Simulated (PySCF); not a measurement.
# Working out the ionisation energy of As⁺

As⁺ [Ar] 3d10 4s2 4p2 (3P) → As²⁺ [Ar] 3d10 4s2 4p1 (2P). Calculation: PySCF 2.14, in aug-cc-pVQZ-PP with one added diffuse shell each of s, p, d, f, g type with ECP10MDF (8s7p6d4f3g, 114 functions); a scalar-relativistic core potential. Frozen: 3s2 3p6 3d10. Energies in hartree (1 hartree = 27.21139 eV):

| part | As⁺ (lower) | As²⁺ (upper) |
| --- | --- | --- |
| UHF | -330.865390 | -330.204652 |
| MP2 opposite-spin | -0.048620 | -0.040201 |
| MP2 same-spin | -0.009453 | -0.002764 |

What does Hartree-Fock give?

(-330.204652) − (-330.865390) = 0.660738 hartree = 17.980 eV.

What do MP2 and SCS-MP2 (6/5 opposite-spin, 1/3 same-spin) give?

The opposite-spin parts differ by 0.229 eV and the same-spin parts by 0.182 eV. MP2: 17.980 + (0.229) + (0.182) = 18.391 eV. SCS-MP2: 17.980 + 1.2 × (0.229) + (0.182)/3 = 18.315 eV.

Reference: 18.589 eV (measured; NIST Atomic Spectra Database, ionization energies), between the lowest levels; spin-orbit coupling is absent from the calculation.

What remains against the reference includes basis incompleteness, the frozen core and correlation beyond second order.
